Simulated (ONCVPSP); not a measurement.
scandium (Sc), ONCV: configuration errors across variants

- Element: scandium
- Generator: ONCVPSP 4.0.1
- Type: optimised norm-conserving Vanderbilt (ONCV)
- Functional: PBE
- Relativity: scalar-relativistic
- Frozen core: [Ar]
- Valence charge: 3
- Reference configuration: 3d1 4s2
- Partial waves: 4s: rc 2.45 bohr, ncon 3, nbas 7, qcut 2.6 1/bohr, 2 projectors, debl 2.8 Ha; p scattering state at 0.22 Ha: rc 2.25 bohr, ncon 3, nbas 8, qcut 3.8 1/bohr, 3 projectors, debl 1.3 Ha; 3d: rc 2.45 bohr, ncon 4, nbas 9, qcut 7.7 1/bohr, 2 projectors, debl 0.4 Ha
- Local potential: polynomial inside 2.20 bohr (lpopt 1, dvloc0 2 Ha)
- Core correction: none

All-electron excitation energies from the reference (eV): (1) 3d1 4s1 6.897; (2) 3d1 4s0 19.665; (3) 3d1 4s1.5 2.754; (4) 3d1 4s0 4p1 10.327.

2 further variants failed, have other tests or too few solved ones, and are left out.

A true bound ghost makes a file unfit for plane-wave use even where its test errors are small: the radial tests pick states by their node count and pass the ghost by.

Errors AE − PS in meV (a dash: test not solved or not reliable):

| change | (1) | (2) | (3) | (4) | bound ghosts | GHOST(+) flags above zero |
| --- | --- | --- | --- | --- | --- | --- |
| base | +8.5 | +288 | +0.2 | +87 | p | s |
| d: qcut 5 | +11 | +272 | +0.9 | +86 | p | s |
| d: qcut 6 | +10 | +283 | +0.6 | +88 | p | s |
| d: qcut 8.4 | +7.9 | +288 | +0.1 | +87 | p | s |
| d: qcut 8.9 | +8.1 | +288 | +0.1 | +87 | p | s |

**Question.** Give the same row for: d: qcut 6.7.

**Answer.** +9.5, +286, +0.4, +88; bound ghosts: p; GHOST(+) flags above zero: s.
